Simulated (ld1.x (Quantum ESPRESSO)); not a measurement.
Logarithmic derivatives: rubidium, PAW

- Element: rubidium
- Generator: ld1.x (Quantum ESPRESSO) 7.5
- Type: PAW
- Functional: LDA (PZ)
- Relativity: scalar-relativistic
- Frozen core: [Ar] 3d10
- Valence charge: 9
- Reference configuration: 4s2 4p6 5s1 5p0
- Partial waves: 4s (bound): rcut 1.90, rcutus 2.25 bohr; 5s (bound): rcut 1.90, rcutus 2.25 bohr; 4p (bound): rcut 2.70, rcutus 3.00 bohr; 5p (bound, empty): rcut 2.70, rcutus 3.00 bohr; 4d channel at 0.25 Ry: rcut 2.45, rcutus 2.70 bohr; 4d channel at 2.6 Ry: rcut 2.45, rcutus 2.70 bohr
- Local potential: all-electron potential smoothed inside 2.60 bohr (lloc = -1)
- Core correction: a·sin(br)/r model core, default radius (core density twice the valence density)
- Augmentation charge: BESSEL, radius 1.75 bohr

The phase is arctan(r·u′/u) with u = r·R(r), unwrapped; energies in Ry, scanned from -4 to 5 Ry. A pole is an energy at which the radial function vanishes at the test radius. The pseudo phase is shifted by a multiple of π to meet the all-electron one at the reference energy, and phase errors are pseudo minus all-electron; the curves can meet again beyond the range given. Levels narrower than the energy grid can be missing from the lists of poles.

```json
{"channel": "s", "radius (bohr)": "3.26", "reference energy (Ry)": "-0.17", "poles, all-electron": "-2.31, 2.09", "poles, pseudo": "-2.31, 0.37, 2.03", "unbroken range about the reference energy with phases within 0.05 rad": "below 0.3", "phase error 1 Ry above the reference energy (rad)": "-3.160"}
{"channel": "p", "radius (bohr)": "3.26", "reference energy (Ry)": "-0.06", "poles, all-electron": "-1.05, 3.00", "poles, pseudo": "-1.05, 1.46", "unbroken range about the reference energy with phases within 0.05 rad": "below 0.5", "phase error 1 Ry above the reference energy (rad)": "-0.636"}
{"channel": "d", "radius (bohr)": "3.26", "reference energy (Ry)": "0.25", "poles, all-electron": "0.82, 4.73", "poles, pseudo": "0.82, 4.60", "unbroken range about the reference energy with phases within 0.05 rad": "the whole range", "phase error 1 Ry above the reference energy (rad)": "-0.001"}
```

The ghost test of this file was not conclusive. Its overlap operator is not positive definite in a basis up to 400 Ry (lowest eigenvalue s -0.60), so the file is unfit for use: the generalised eigenproblem breaks down once the basis is large enough, and its test numbers describe a broken file.

Phases in the s channel:

```csv
E (Ry),all-electron,pseudo
-4.00,1.401,1.401
-3.76,1.393,1.393
-3.52,1.384,1.384
-3.28,1.373,1.373
-3.04,1.358,1.358
-2.80,1.334,1.334
-2.56,1.264,1.265
-2.32,-1.531,-1.530
-2.08,-1.744,-1.744
-1.84,-1.786,-1.786
-1.60,-1.817,-1.817
-1.36,-1.849,-1.849
-1.12,-1.888,-1.887
-0.88,-1.940,-1.939
-0.64,-2.015,-2.015
-0.40,-2.138,-2.138
-0.16,-2.368,-2.368
0.08,-2.853,-2.848
0.32,-3.609,-3.506
0.56,-4.121,-7.308
0.80,-4.364,-7.525
1.04,-4.493,-7.647
1.28,-4.572,-7.724
1.52,-4.627,-7.777
1.76,-4.668,-7.817
2.00,-4.702,-7.850
2.24,-4.730,-7.879
2.48,-4.756,-7.905
2.72,-4.781,-7.931
2.96,-4.807,-7.957
3.20,-4.836,-7.987
3.44,-4.869,-8.021
3.68,-4.910,-8.064
3.92,-4.966,-8.123
4.16,-5.051,-8.211
4.40,-5.198,-8.362
4.64,-5.508,-8.668
4.88,-6.217,-9.328
```
